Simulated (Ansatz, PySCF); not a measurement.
O2Se, SMILES O=[Se]=O.

Geometry: ωB97X-D3(BJ)/def2-TZVP.

Vertical ionisation energy (IE) and electron affinity (EA) in eV. Rows of orbital energies are one-electron estimates. Where ΔSCF, EOM or ADC give a negative EA the extra electron is unbound and the value depends on the basis.

```
level                                                                    IE    EA
--------------------------------------------------------------------  -----  ----
−ε(HOMO), −ε(LUMO), B3LYP/def2-TZVPD (PySCF)                           9.04  4.39
−ε(HOMO), −ε(LUMO), PBE/def2-TZVPD (PySCF)                             7.73  4.92
ADC(2)/aug-cc-pVDZ (PySCF)                                             9.96  1.27
ΔSCF, PBE0/def2-TZVPD (Ansatz), final states of multiplicity 2 and 2  11.80  1.75
ΔSCF, PBE/def2-TZVPD (Ansatz), final states of multiplicity 2 and 2   11.55  1.46
```

Q: What vertical singlet–triplet gap does ΔSCF give with PBE0/def2-TZVPD (Ansatz, a program for electronic structure) and with PBE/def2-TZVPD (Ansatz)? (Estimate from the structure and the level; the computed values follow.)

A: 2.35 and 2.50 eV (triplet above singlet where positive).

Q: Beyond the first one, list the lowest photoelectron lines from ADC(2)/aug-cc-pVDZ run with PySCF 2.14.0 with their pole strengths (two spins summed). (Estimate from the structure and the level; the computed values follow.)

A: 10.02 eV (1.65), 11.11 eV (1.64), 13.67 eV (1.60), 13.80 eV (1.63), 14.08 eV (1.66).
